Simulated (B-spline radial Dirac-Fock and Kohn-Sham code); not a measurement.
## Ta¹⁷⁺: eigenvalues, ΔSCF and the reference

System: tantalum as Ta¹⁷⁺, configuration [Kr] 4d10 4f10.

The density-functional columns are spherical, spin-unpolarised Dirac-Kohn-Sham results without Breit or QED terms: −ε is minus the orbital energy of the initial state and ΔSCF the difference of two total energies. The reference in the last column comes from Dirac-Fock ΔSCF + Breit + QED. All numbers are from a B-spline atomic structure program, in eV; a selection of levels is shown. For the 1s level of heavy atoms much of the gap between ΔSCF and the reference is the Breit and QED part, -333.5 eV here; for other levels the error of the functional can be larger.

```csv
level,LDA −ε,LDA ΔSCF,Dirac-Fock
K (1s),67603.8,68159.1,67837.7
L1 (2s),11942.4,12052.7,12111.7
L2 (2p1/2),11437.9,11576.7,11560.8
L3 (2p3/2),10168.8,10290.1,10304.8
M1 (3s),3043.4,3082.7,3135.6
M2 (3p1/2),2818.0,2859.6,2893.0
M3 (3p3/2),2544.6,2583.2,2618.8
M4 (3d3/2),2161.8,2206.3,2215.0
M5 (3d5/2),2102.1,2145.6,2156.6
N1 (4s),926.0,947.4,974.9
N2 (4p1/2),832.4,853.7,873.7
N3 (4p3/2),766.7,787.3,807.9
N4 (4d3/2),611.6,631.8,640.0
N5 (4d5/2),599.1,619.1,627.6
"N6,7 (4f)",401.1,420.5,417.9
```

Values without a named source are computed, but for edge energies of neutral atoms, which are taken from tables.
